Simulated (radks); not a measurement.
Question: The table gives one normalised radial function P(r) = r R(r) of Kr2+ in [Ar] 3d10 4s2 4p4 (r in bohr). All-electron calculation, scalar-relativistic Kohn-Sham, exchange-only LDA, spin-polarised, spherical densities, point nucleus; open shells are filled with parallel spins first. Program: a radial shooting solver on a logarithmic mesh with Libxc functionals.

r         P
0.001398   0.0297
0.001601   0.0337
0.00182    0.0378
0.002085   0.0426
0.00237    0.0477
0.002715   0.0537
0.003086   0.0599
0.003535   0.0672
0.004018   0.0746
0.004603   0.0832
0.005232   0.0919
0.005994   0.1017
0.006812   0.1114
0.007805   0.1221
0.008942   0.1330
0.01016    0.1431
0.01164    0.1534
0.01323    0.1622
0.01516    0.1700
0.01723    0.1752
0.01974    0.1776
0.02244    0.1760
0.02571    0.1690
0.02922    0.1565
0.03347    0.1358
0.03804    0.1086
0.04359    0.0708
0.04994    0.0240
0.05675   -0.0275
0.06502   -0.0879
0.0739    -0.1469
0.08467   -0.2070
0.09623   -0.2552
0.1102    -0.2901
0.1253    -0.3002
0.1436    -0.2799
0.1632    -0.2273
0.1869    -0.1352
0.2142    -0.0112
0.2434     0.1236
0.2789     0.2678
0.317      0.3837
0.3631     0.4620
0.4127     0.4749
0.4728     0.4120
0.5374     0.2801
0.6157     0.0751
0.6998    -0.1572
0.8017    -0.4140
0.9112    -0.6334
1.044     -0.8120
1.196     -0.9125
1.359     -0.9280
1.557     -0.8668
1.77      -0.7532
2.028     -0.5987
2.305     -0.4461
2.641     -0.2989
3.001     -0.1874
3.438     -0.1027
3.908     -0.0522
4.477     -0.0223
5.089     -0.0087
5.83      -0.0027

Which n and l does it have? It may be an empty orbital.

Answer: n = 4, l = 0: the number of nodes gives n - l - 1 = 3, the rise at small r (about r^(l+1)) gives l, and the extent must fit the shell. The curve is that of 4s down; the table hardly tells the two spins apart. 4s down: eigenvalue -43.426 eV, 3 radial nodes at r = 0.0531, 0.217, 0.643 bohr, <r> = 1.50 bohr, 90 % of the charge inside 2.21 bohr.
